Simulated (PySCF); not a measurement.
# YH3: fields on a plane

These are results of PySCF, BP86, basis Y def2-TZVP with ECP28, H def2-TZVP (scalar-relativistic core potentials, no spin–orbit coupling, density fitting), not measurements.

The singlet minimum has Y–H 1.977 Å (×3); H–Y–H 113.6° (×3).

The plane holds Y1 at (0.00, 0.00), H2 at (1.98, 0.00), H3 at (-0.79, 1.81) Å. Columns run from x = -2.85 to 4.35 Å, rows from y = 4.05 (top) to -1.95 Å, in steps of 0.3 Å. Other isomers or separated fragments may lie lower. Core electrons replaced by a potential are absent, the electrostatic potential uses the reduced nuclear charge, and values within about 0.7 Å of such atoms have no physical meaning.

**Question.** Give the electron density (e/Å³) (cut at 5 e/Å³). Lower edges of the bins (e/Å³): '0' 0.000, '1' 0.022, '2' 0.058, '3' 0.114, '4' 0.202, '5' 0.343, '6' 0.565, '7' 0.918, '8' 1.478, '9' 2.365; top 3.77.

**Answer.** 
```
0000000000000000000000000
0000000000000000000000000
0000000000000000000000000
0000000000000000000000000
0000011111000000000000000
0000123332100000000000000
0001235543210000000000000
0001246864310000000000000
0001347865321000000000000
0001245665321111110000000
0001234555542222221000000
0000124578875333332100000
0000124799997545553210000
0000125894498656864210000
0000125894498556864210000
0000124799997545553210000
0000113578875333332100000
0000112345543222221000000
0000011222221111110000000
0000011111110000000000000
0000000110000000000000000
```

**Question.** Give the electron localisation function (set to 0 where the density is under 0.005 e/Å³). Lower edges of the bins: '0' 0.000, '1' 0.100, '2' 0.200, '3' 0.300, '4' 0.400, '5' 0.500, '6' 0.600, '7' 0.700, '8' 0.800, '9' 0.900; top 1.00.

**Answer.** 
```
0000000000000000000000000
0000000000000000000000000
0000008887000000000000000
0000999999900000000000000
0009999999983000000000000
0099999999994000000000000
0099999999993000000000000
0799999999981000000000000
0799999999830001577000000
0599999996200016999900000
0268887533210049999990000
0012221357872169999998000
0000002787886279999999000
0000016880077389999999000
0000016980077389999999000
0000003787896279999999000
0000000268984169999998000
0012210014651049999990000
0034542000110027999900000
0006775310000003688000000
0006787531000000200000000
```
